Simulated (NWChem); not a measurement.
System meant: C₂H₉NSi; SMILES CNC[SiH3]

The following NWChem deck was run.

```
start job
memory heap 200 mb stack 900 mb global 1100 mb
geometry units angstroms noautosym nocenter noautoz
  C      0.733899    -1.849217     0.192412
  N     -0.489361    -1.278196    -0.342267
  C     -0.898748    -0.011283     0.257930
  Si     0.199146     1.537050    -0.080750
  H      0.962981    -2.798343    -0.332780
  H      0.591645    -2.096238     1.266956
  H      1.644172    -1.197053     0.128944
  H     -0.417975    -1.178478    -1.361595
  H     -1.925973     0.241167    -0.088076
  H     -0.989753    -0.148839     1.358926
  H      0.329710     1.722998    -1.571855
  H      1.588137     1.411009     0.486676
  H     -0.434097     2.773837     0.504072
end
basis spherical
  C library 6-31g*
  N library 6-31g*
  Si library 6-31g*
  H library 6-31g*
end
dft
  xc xtpss03 ctpss03
  iterations 150
end
property
  shielding
end
task dft property
```

End of the output:

```
 Vector   24  Occ=0.000000D+00  E= 5.359651D-02
              MO Center= -1.3D-01,  1.6D+00, -1.0D-01, r^2= 3.9D+00
   Bfn.  Coefficient  Atom+Function         Bfn.  Coefficient  Atom+Function
  ----- ------------  ---------------      ----- ------------  ---------------
    76      1.121804  12 H  s                53     -0.990199   4 Si px
    55     -0.860319   4 Si pz               74     -0.688473  11 H  s
    54      0.351290   4 Si py               78     -0.309601  13 H  s
    49     -0.284520   4 Si px               51     -0.254847   4 Si pz
    66      0.188178   7 H  s                34     -0.172229   3 C  s

 center of mass
 --------------
 x =  -0.04783709 y =   0.03770353 z =  -0.03156220

 moments of inertia (a.u.)
 ------------------
         605.267214685612          10.565492462681          -3.027560601881
          10.565492462681         156.551536220920           9.841667115836
          -3.027560601881           9.841667115836         679.592485219061

     Multipole analysis of the density
     ---------------------------------

     L   x y z        total         alpha         beta         nuclear
     -   - - -        -----         -----         ----         -------
     0   0 0 0     -0.000000    -21.000000    -21.000000     42.000000

     1   1 0 0      0.057230      0.291032      0.291032     -0.524834
     1   0 1 0     -0.109753     -0.185634     -0.185634      0.261515
     1   0 0 1     -0.073560      0.372392      0.372392     -0.818344

     2   2 0 0    -26.822674    -52.645502    -52.645502     78.468329
     2   1 1 0     -2.121296      5.261944      5.261944    -12.645184
     2   1 0 1      0.025348     -0.834391     -0.834391      1.694129
     2   0 2 0    -28.260560   -179.847369   -179.847369    331.434179
     2   0 1 1      0.536323      3.747833      3.747833     -6.959343
     2   0 0 2    -24.865785    -30.172532    -30.172532     35.479279

          -----------------------------------------
          Chemical Shielding Tensors (GIAO, in ppm)
          -----------------------------------------

 ------------------------------------------------------------------------
  xtpss03: d2 not coded                    0
 ------------------------------------------------------------------------
 ------------------------------------------------------------------------
  current input line :
    31: task dft property
 ------------------------------------------------------------------------
 ------------------------------------------------------------------------
 This error has not yet been assigned to a category
 ------------------------------------------------------------------------
 For more information see the NWChem manual at https://nwchemgit.github.io

0: xtpss03: d2 not coded:Received an Error in Communication
```

Question: Can this run be used? If not, why, and what is the fix?

Answer: The run crashed. Cause: this functional's second derivatives, which shieldings need, aren't coded here; the fix takes a hybrid GGA instead. This input runs:
```
start job
memory heap 200 mb stack 900 mb global 1100 mb
geometry units angstroms noautosym nocenter noautoz
  C      0.733899    -1.849217     0.192412
  N     -0.489361    -1.278196    -0.342267
  C     -0.898748    -0.011283     0.257930
  Si     0.199146     1.537050    -0.080750
  H      0.962981    -2.798343    -0.332780
  H      0.591645    -2.096238     1.266956
  H      1.644172    -1.197053     0.128944
  H     -0.417975    -1.178478    -1.361595
  H     -1.925973     0.241167    -0.088076
  H     -0.989753    -0.148839     1.358926
  H      0.329710     1.722998    -1.571855
  H      1.588137     1.411009     0.486676
  H     -0.434097     2.773837     0.504072
end
basis spherical
  * library 6-31g*
end
dft
  xc pbe0
  iterations 150
end
property
  shielding
end
task dft property
```
It converges to -425.53023 Ha (PBE0/6-31G* (spherical d), GIAO).
